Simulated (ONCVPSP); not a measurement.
What one change does to a pseudopotential (Sb (Z = 51), ONCV)

- Element: Sb (Z = 51)
- Generator: ONCVPSP 4.0.1
- Type: optimised norm-conserving Vanderbilt (ONCV)
- Functional: PBE
- Relativity: scalar-relativistic
- Frozen core: [Kr]
- Valence charge: 15
- Reference configuration: 4d10 5s2 5p3
- Partial waves: 5s: rc 1.95 bohr, ncon 4, nbas 9, qcut 3.2 1/bohr, 2 projectors, debl 1.6 Ha; 5p: rc 2.10 bohr, ncon 5, nbas 10, qcut 3.5 1/bohr, 2 projectors, debl 2.9 Ha; 4d: rc 1.10 bohr, ncon 4, nbas 8, qcut 7.6 1/bohr, 2 projectors, debl 0.3 Ha
- Local potential: polynomial inside 0.85 bohr (lpopt 5, dvloc0 -1 Ha)
- Core correction: Teter function, fcfact 1.75, rcfact 1.1

In the d channel the program set the typed energies aside and used -1.231, 0.250 Ha.

Change: s: qcut 2.2.

Cutoffs: the cutoffs (Ha) at which the residual kinetic energy of the hardest occupied pseudo-wave falls to 1 and 0.1 mHa per electron; they do not see the model core or the augmentation charge, which bear on the density cutoff. Errors are all-electron minus pseudo energies relative to the spin-unpolarised reference configuration.

**Question.** How do hardness, ghosts and transferability respond?

**Answer.** The potential gets neither clearly harder nor softer (172 Ha and 201 Ha → 172 Ha and 201 Ha); both files keep a bound ghost (d, p, s); of the 4 tests that both files solve, the error grows in 1 and shrinks in 2 by more than 15 % and 0.3 meV (median size 3.3 → 3.8 meV).

| quantity | base | changed |
| --- | --- | --- |
| cutoff, loose | 172 Ha | 172 Ha |
| cutoff, tight | 201 Ha | 201 Ha |
| loose cutoff by channel | s 15 Ha, p 6.0 Ha, d 172 Ha | s 54 Ha, p 6.0 Ha, d 172 Ha |
| bound ghosts | s, p, d | s, p, d |
| GHOST(+) flags under 300 eV | s at 88.0 eV | s at 92.2 eV |
| error for 4d10 5s2 5p2, meV [ΔE 8.32 eV] | -2.0 | -2.2 |
| error for 4d10 5s2 5p1, meV [ΔE 24.29 eV] | -4.5 | -5.4 |
| error for 4d10 5s2 5p0, meV [ΔE 48.70 eV] | +1.3 | -0.7 |
| error for 4d9 5s2 5p3, meV [ΔE 40.74 eV] | -196 | -158 |
| s: phases at 1.98 bohr within 0.05 rad from the reference energy up to (Ha; the scan ends near 5) | 2.9 | 3.0 |
| p: phases at 2.13 bohr within 0.05 rad from the reference energy up to (Ha; the scan ends near 5) | 4.1 | 4.1 |
| d: phases at 1.11 bohr within 0.05 rad from the reference energy up to (Ha; the scan ends near 5) | to the end of the scan | to the end of the scan |
| rms error of d²Exc/dni dnj with the model core, mHa | 3.72 | 3.73 |

 A true bound ghost makes a file unfit for plane-wave use even where its test errors are small: the radial tests pick states by their node count and pass the ghost by.
